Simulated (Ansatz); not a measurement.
AlBH5NSi, SMILES `B1[NH][AlH][SiH2]1`, relaxed with RKS PBE0-D4/def2-TZVP in Ansatz 0.2.0 from a PBE-D4/def2-SVP geometry. The force threshold is 0.005 eV/Å; the program also tests the step.

Total charge 0; spin multiplicity 1.

Start:

```xyz
9

B    -0.869   -0.662    0.390
N    -0.702    0.623    0.978
Al    0.758    1.327    0.070
Si    0.631   -0.834   -1.016
H    -1.756   -1.433    0.722
H    -1.337    0.942    1.720
H     1.325    2.802    0.364
H     0.236   -0.915   -2.469
H     1.716   -1.850   -0.758
```

**Question.** By how much does the energy fall, and how many steps does the optimiser take? (An estimate is asked.)

**Answer.** The calculation gave: 3.19 kJ/mol, in 5 steps.

**Question.** Which bonds change most? (Best estimate.)

**Answer.** The calculation gave: N2–Al3 from 1.858 to 1.827 Å; B1–H5 from 1.221 to 1.200 Å; Si4–H9 from 1.509 to 1.490 Å; Si4–H8 from 1.508 to 1.490 Å.

**Question.** Give the relaxed structure. (Estimate.)

**Answer.** Computed: 
```xyz
9

B    -0.862   -0.660    0.386
N    -0.699    0.616    0.965
Al    0.738    1.319    0.082
Si    0.634   -0.822   -1.012
H    -1.732   -1.415    0.720
H    -1.322    0.936    1.695
H     1.317    2.772    0.363
H     0.230   -0.912   -2.443
H     1.696   -1.835   -0.756
```
